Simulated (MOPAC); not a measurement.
MOPAC input (PM6):

```
PM6 PRECISE GNORM=0.05 LET XYZ GEO-OK AUX(PRECISION=9) THREADS=1
K2

K    -0.00000000 1   -0.00000000 1   -1.98622500 1
K     0.00000000 1    0.00000000 1    1.98622500 1
```

From the output:

```
                                                       MOPAC v23.2.5 Linux

          FINAL HEAT OF FORMATION =         10.01701 KCAL/MOL =      41.91119 KJ/MOL

          COSMO AREA              =        198.95 SQUARE ANGSTROMS
          COSMO VOLUME            =        243.56 CUBIC ANGSTROMS

          GRADIENT NORM           =          0.02081          =       0.01472 PER ATOM
          IONIZATION POTENTIAL    =          4.968157 EV
          HOMO LUMO ENERGIES (EV) =         -4.968 -0.765
          NO. OF FILLED LEVELS    =          1
          MOLECULAR WEIGHT        =         78.1966         POINT GROUP:  D*h

          MOLECULAR DIMENSIONS (Angstroms)

            Atom       Atom       Distance
            K     2    K     1     3.48386
            K     2    K     1     0.00000
            K     1    K     2     0.00000

          SCF CALCULATIONS        =         26

   ATOM   CHEMICAL          X               Y               Z
  NUMBER   SYMBOL      (ANGSTROMS)     (ANGSTROMS)     (ANGSTROMS)

     1       K          0.00000000  *   0.00000000  *  -1.74193060  *
     2       K         -0.00000000  *   0.00000000  *   1.74193060  *

                             CARTESIAN COORDINATES

   1    K        0.000000000     0.000000000    -1.741930598
   2    K       -0.000000000     0.000000000     1.741930598

           Empirical Formula: K2  =     2 atoms

      MOLECULAR POINT GROUP   :   D*h

                  EIGENVALUES
  -4.96816  -0.76475   1.33643   3.10054  14.41046  14.41046  25.61019  25.61019

              NET ATOMIC CHARGES AND DIPOLE CONTRIBUTIONS

  ATOM NO.   TYPE          CHARGE      No. of ELECS.   s-Pop       p-Pop
    1          K           0.262285        0.7377     0.01367     0.72404
    2          K          -0.262285        1.2623     0.00454     1.25775
 DIPOLE           X         Y         Z       TOTAL
 POINT-CHG.     0.000    -0.000    -4.389     4.389
 HYBRID        -0.000    -0.000    -0.005     0.005
 SUM           -0.000    -0.000    -4.394     4.394

          ATOMIC ORBITAL ELECTRON POPULATIONS

     Atom    s        px        py        pz
    1  K   0.01367   0.00000   0.00000   0.72404
    2  K   0.00454   0.00000   0.00000   1.25775

 **********************
 *                    *
 * JOB ENDED NORMALLY *
 *                    *
 **********************

 == MOPAC DONE ==
```

The geometry given is a B3LYP-D3(BJ)/def2-TZVP minimum.
